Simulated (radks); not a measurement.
Zr III, configuration [Kr] 4d1 6f1 (not the ground configuration).

All-electron calculation, non-relativistic Kohn-Sham, LDA (Slater exchange, Perdew-Wang correlation), spin-polarised, spherical densities, point nucleus; open shells are filled with parallel spins first (spin-orbit coupling, left out, can overturn this in heavy ions); relativity is left out, which matters for an element this heavy. Program: a radial shooting solver on a logarithmic mesh with Libxc functionals.

Energy parts (hartree):
| part | energy |
|---|---|
| total | -3535.28790 |
| kinetic | 3532.74862 |
| electron-nucleus | -8389.69973 |
| Hartree | 1429.16080 |
| exchange-correlation | -107.49758 |

Orbitals (lengths in bohr, moments of r in powers of bohr; <r^-3> diverges for s and p1/2; r(max) is where P^2 peaks):
| orbital | occ. | eigenvalue (hartree) | <r^-3> | <r> | <1/r> | r(max) |
|---|---|---|---|---|---|---|
| 1s down | 1 | -640.2184 | - | 0.03819 | 39.44 | 0.02525 |
| 1s up | 1 | -640.2183 | - | 0.03819 | 39.44 | 0.02525 |
| 2s up | 1 | -88.16753 | - | 0.1676 | 8.851 | 0.1415 |
| 2s down | 1 | -88.16366 | - | 0.1676 | 8.851 | 0.1415 |
| 2p up | 3 | -80.93984 | 1962 | 0.1438 | 8.848 | 0.1114 |
| 2p down | 3 | -80.93694 | 1962 | 0.1438 | 8.848 | 0.1114 |
| 3s up | 1 | -15.15350 | - | 0.4710 | 3.029 | 0.4193 |
| 3s down | 1 | -15.15077 | - | 0.4710 | 3.029 | 0.4194 |
| 3p up | 3 | -12.43764 | 312.3 | 0.4677 | 2.935 | 0.4071 |
| 3p down | 3 | -12.43464 | 312.3 | 0.4676 | 2.936 | 0.4071 |
| 3d up | 5 | -7.46905 | 44.91 | 0.4515 | 2.743 | 0.3464 |
| 3d down | 5 | -7.46494 | 44.92 | 0.4514 | 2.743 | 0.3464 |
| 4s up | 1 | -2.82283 | - | 1.228 | 1.099 | 1.097 |
| 4s down | 1 | -2.79915 | - | 1.226 | 1.102 | 1.096 |
| 4p up | 3 | -2.08038 | 43.01 | 1.351 | 0.9879 | 1.180 |
| 4p down | 3 | -2.05446 | 43.35 | 1.348 | 0.9910 | 1.177 |
| 4d up | 1 | -0.97397 | 3.505 | 1.821 | 0.7177 | 1.494 |
| 4d down | 0 | -0.94414 | 3.532 | 1.821 | 0.7191 | 1.488 |
| 6f up | 1 | -0.12335 | 0.01237 | 13.91 | 0.1042 | 15.45 |
| 6f down | 0 | -0.11502 | 0.01250 | 14.13 | 0.1047 | 15.86 |

The highest occupied level is 6f up at -3.357 eV. The configuration is held as typed, so some empty levels lie below it. The electron density at the nucleus is 4.438e+04 e/bohr^3. Spin moment in Bohr magnetons: 2.
